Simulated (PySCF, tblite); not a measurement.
Calculations on `[H]/N=C\C(C#N)=C/[O][GeH3]`, in the order of a workflow; each names the level of the geometry that it ran on. Settings lines and outputs come from a driver script.

Species: C₄H₆GeN₂O.
Atom-mapped SMILES: `[H]/[N:5]=[CH:4]\[C:3]([C:2]#[N:1])=[CH:6]/[O:7][GeH3:8]` (hydrogens: H9 on C4; H10 on N5; H11 on C6; H12, H13, H14 on Ge8)

Step 1: GFN2-xTB geometry optimisation, gas phase (tblite 0.8.0) (from a force-field or distance-geometry start)
```json
{"job": {"kind": "relax", "xc": "GFN2-xTB", "basis": "xTB"}, "charge": 0, "multiplicity": 1}
```
```
step      E/eV     max force
  0    -635.62449    3.949
  1    -635.76842    3.932
  2    -635.85477    3.395
...
 88    -636.22079    0.021
 89    -636.22083    0.019
 90    -636.22087    0.014
 91    -636.22089    0.011
 92    -636.22090    0.007
```

Energy lowered by 13.8 kcal/mol over 92 steps; largest atomic force 0.007 eV/Å at the end. «max force» is the largest atomic force in eV/Å.

Time: 1.0 s wall. Hardware: an Arm Neoverse N1 with one thread, no GPU, shared host with 64 logical CPUs at a one-minute load of 61.

Step 2: GFN2-xTB harmonic vibrations, gas phase (tblite 0.8.0) (on the GFN2-xTB geometry)
```json
{"job": {"kind": "ir", "xc": "GFN2-xTB", "basis": "xTB"}, "charge": 0, "multiplicity": 1}
```
```
(table of modes left out)
```

36 modes from 41 to 3311 cm⁻¹ (unscaled, harmonic); zero-point energy 54.2 kcal/mol; all wavenumbers are real at this level.

Hardware: one thread of an Arm Neoverse N1, on a shared host. Cost: 0.75 s.

Step 3: TDDFT CAM-B3LYP/def2-SVPD, vertical, gas phase, core orbitals frozen in the response (PySCF 2.14.0, density-fitted response routines) (on the GFN2-xTB geometry)
```json
{"job": {"kind": "uv", "xc": "CAM-B3LYP", "basis": "def2-SVPD", "nstates": 8, "ntriplets": 3}, "charge": 0, "multiplicity": 1}
```
```
...
Static polarisability (au): isotropic 97.262, principal 63.123 90.231 138.431
Singlet excitations
state   eV       nm        f      main configurations
  1   4.6574    266.2   0.00340   H-1->L 0.84, H-1->L+4 0.12
  2   5.4152    229.0   0.58112   H->L 0.96
  3   5.8522    211.9   0.00232   H->L+1 0.89
  4   6.5502    189.3   0.00219   H->L+6 0.22, H->L+8 0.16, H->L+7 0.16
  5   6.6735    185.8   0.00034   H-1->L+4 0.41, H-3->L 0.14, H-1->L+5 0.11
  6   6.8037    182.2   0.09948   H->L+4 0.51, H->L+5 0.14, H->L+2 0.13
  7   6.9406    178.6   0.01578   H->L+2 0.67, H->L+4 0.12
  8   7.0653    175.5   0.01176   H-1->L+1 0.81, H-1->L+7 0.09
Triplet excitations (Tamm-Dancoff, eV): 3.2022 3.9597 5.0361
```

HOMO -8.57 eV, LUMO -0.62 eV; lowest singlet 4.66 eV; lowest triplet 3.20 eV (Tamm–Dancoff); mean polarisability 97.3 au.

Hardware: Arm Neoverse N1, one thread, shared host with 64 logical CPUs at a one-minute load of 61. Cost: 2.1 min of wall time, 1.0 GiB resident at most.

Geometry of the electronic-property runs (GFN2-xTB):
```
atom  x, y, z in Å
N1    -2.3860    1.8900   -1.8857
C2    -1.7524    1.1978   -1.2260
C3    -1.0270    0.3239   -0.3883
C4    -1.7804   -0.5465    0.5245
N5    -3.0257   -0.6477    0.6602
C6     0.3234    0.3283   -0.4507
O7     1.0803   -0.4853    0.2781
Ge8    2.8443   -0.4583    0.5476
H9    -1.1607   -1.1733    1.1594
H10   -3.5811   -0.0476    0.0499
H11    0.8277    1.0084   -1.1370
H12    3.1187   -1.9160    0.6703
H13    3.0472    0.3123    1.8151
H14    3.4712    0.2133   -0.6395
```

 (This holds for the electronic-property runs.)

One conformer stands for the species.
